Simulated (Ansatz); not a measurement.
Saddle point of Si$_{2}$H$_{7}$OF, singlet (Si₂H₆O ([SiH3][O][SiH3]) + HF → Si₂H₅OF ([F][SiH2][O][SiH3]) + H₂; bonds formed: Si1–F8, H2–H7; bonds broken: Si1–H2, H7–F8), PBE0-D4/def2-TZVP structure:

```
11
angstrom
Si -0.6931 0.7555 -0.7653
H 0.4818 1.7746 -1.4545
O -0.3644 -0.7719 -0.3348
Si 0.3725 -1.5704 0.9094
H -1.1609 0.5813 -2.1665
H -1.7334 1.5197 -0.0521
H 0.7608 1.7904 -0.5290
F 0.5902 1.4016 0.6006
H -0.1164 -1.0714 2.2178
H 1.8435 -1.4072 0.8171
H 0.0192 -3.0024 0.7572
```

Energies are electronic, without zero-point energy. Barriers and step energies count from the start structure reached by relaxing down the imaginary mode; all methods use the PBE0-D4 structures, on which another method's saddle can fall below an end. Program: Ansatz 0.2.0. Basis: def2-TZVPP, with def2-QZVPP for the basis limit. Cores are frozen in the correlated methods. B3LYP uses VWN-RPA correlation. Extrapolation: Hartree–Fock as exp(−7.88 √X), correlation as X^−2.97.

| method | barrier (eV) | step energy (eV) |
| --- | --- | --- |
| SPW92 | 0.755 | -1.124 |
| PBE-D4 | 1.045 | -1.202 |
| BLYP-D4 | 1.182 | -1.307 |
| r2SCAN-D4 | 1.114 | -1.339 |
| B97M-V | 1.261 | -1.328 |
| PBE0-D4 | 1.234 | -1.218 |
| B3LYP-D4 | ? | -1.313 |
| r2SCAN0-D4 | 1.264 | -1.321 |
| BHLYP-D4 | ? | -1.344 |
| CAM-B3LYP-D4 | 1.309 | -1.331 |
| wB97X-V | 1.313 | -1.301 |
| wB97M-V | 1.272 | -1.313 |
| B2PLYP | 1.352 | -1.347 |
| PBE-QIDH | 1.345 | -1.286 |
| RPA on PBE | ? | -1.304 |
| HF | 2.001 | -1.419 |
| MP2 | 1.357 | -1.351 |
| CCSD | 1.521 | -1.308 |
| CCSD(T) | 1.418 | -1.304 |

Fill in the withheld barriers. (To be estimated.)

The calculation gives: B3LYP-D4 1.312; RPA on PBE 1.400; BHLYP-D4 1.507 eV. Each is the energy of the saddle less that of the start structure, by the same method.

For comparison, the barrier by CCSD(T) at an estimated basis limit (MP2 extrapolated from triple and quadruple zeta, plus CCSD(T) − MP2 in triple zeta) is 1.386 eV.

T1 diagnostic: at most 0.013.

Labels in which every atom is bracketed show which atoms are joined, not bond orders.

For scale, one of the runs: CCSD(T)/def2-TZVPP, 244 basis functions, launched by `ansatz run in.yaml --threads 4 --pin off --events-out ev --progress --plain --max-ram 9574MiB`. Time: 110 s of wall clock on 4 CPU threads of an Arm Neoverse V1; the host was shared. Peak host memory: 4.7 GiB.
